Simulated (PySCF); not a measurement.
Dipole response of Zn+ (zinc, charge +1)

[Ar] 3d10 4s1, 2S determinant. Calculation: PySCF 2.14, in aug-cc-pVQZ-PP with ECP10MDF (7s7p6d4f3g2h, 135 functions); a scalar-relativistic core potential. Coupled (time-dependent) response in atomic units; α is the mean over directions.

```
   method  mean α (bohr³)  C₆ (like pair)  S(−4)
     PBE0           18.43           77.66  282.1
BHandHLYP           18.50           76.90  291.7
```

S(−4) is the Cauchy moment in α(ω) = α(0) + S(−4) ω² + …

α(iu) at BHandHLYP:

| u (hartree) | α(iu) (bohr³) |
| --- | --- |
| 0 | 18.50 |
| 0.0500 | 17.80 |
| 0.100 | 16.04 |
| 0.200 | 11.77 |
| 0.300 | 8.546 |
| 0.500 | 5.133 |
| 0.750 | 3.328 |
| 1.00 | 2.449 |
| 1.50 | 1.587 |
| 2.00 | 1.156 |
| 3.00 | 0.7198 |
| 5.00 | 0.3717 |

For an ion, C₆ is the dispersion term alone; charge-induced terms of lower order in 1/R come first.

Energies and moments cover only the electrons outside the core potential.
